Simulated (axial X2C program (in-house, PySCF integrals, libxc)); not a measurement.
LiK⁻: from the spin-free to the two-component result

Computed with an in-house all-electron X2C program for linear molecules (integrals from PySCF). Spin-free means the one-electron spin-free X2C Hamiltonian; two-component (2c) means X2C with spin–orbit coupling and atomic mean-field two-electron Coulomb and Gaunt terms, so the difference of the two also holds small scalar two-electron terms. Basis: K dyall-acv3z [12s13p7d3f], Li dyall-av3z [9s9p3d] (cores contracted in-house); Gaussian nuclei, density fitting, unrestricted open shells. Masses: K 38.964 u, Li 7.016 u.

Spin-free state: M_S = 1/2, Λ = 0 (beyond evenly filled blocks: σα); fragments K + Li-.

| level | Re (Å) | ωe (cm⁻¹) | De (eV) | μ (D) |
| --- | --- | --- | --- | --- |
| PBE0 | 3.786 | 134.9 | 0.699 | -3.62 |
| CCSD | 3.730 | 141.5 | 0.549 | n/a |
| CCSD(T) | 3.695 | 143.7 | 0.562 | n/a |

Correlated methods: 11 electrons correlated (number of frozen shells: K 2 s, 1 p; Li 1 s), 247 virtual spin orbitals or spinors in MP2, 89 natural virtuals in coupled cluster.

Dipoles are positive if Li is the positive end and refer to the centre of mass.

Two-component determinant lowest at the distance of the search:

Ω = 1/2 (⟨Sz⟩ = 0.50, ⟨Lz⟩ = 0.00 at HF); fragments K + Li-.

```json
{"level": "PBE0", "Re (Å)": "3.786", "ωe (cm⁻¹)": "134.9", "De (eV)": "0.699", "μ (D)": "-3.61"}
{"level": "CCSD", "Re (Å)": "3.729", "ωe (cm⁻¹)": "141.4", "De (eV)": "0.548", "μ (D)": "n/a"}
{"level": "CCSD(T)", "Re (Å)": "3.694", "ωe (cm⁻¹)": "143.6", "De (eV)": "0.561", "μ (D)": "n/a"}
```

(1) From the two tables, how do the constants change at the CCSD(T) level (2c against spin-free)?

Occupations by symmetry block were frozen at the best pattern of an incomplete PBE0 search. Dissociation energies refer to the lowest single-determinant-based atoms at the same level and basis. Density functionals use the spin component along the axis (collinear). Coupled cluster ran in a truncated set of natural virtual spinors; the MP2 energy of the rest was added. (T) has no such correction and the atoms are truncated less, which lowers De at CCSD(T) by a hundredth of an eV or more. The highest occupied level of some functionals is positive through self-interaction error; at Hartree–Fock it is bound. The determinant is spin-polarised beyond a pure state at some levels (its spin-free form has ⟨S²⟩ too high), which makes Re and μ there less reliable. The T1 diagnostic is large, a sign of multireference character.

Answers

(1) At the CCSD(T) level Re drops by 0.001 Å and ωe stays the same within 0.2 cm⁻¹; De changes by -0.001 eV.
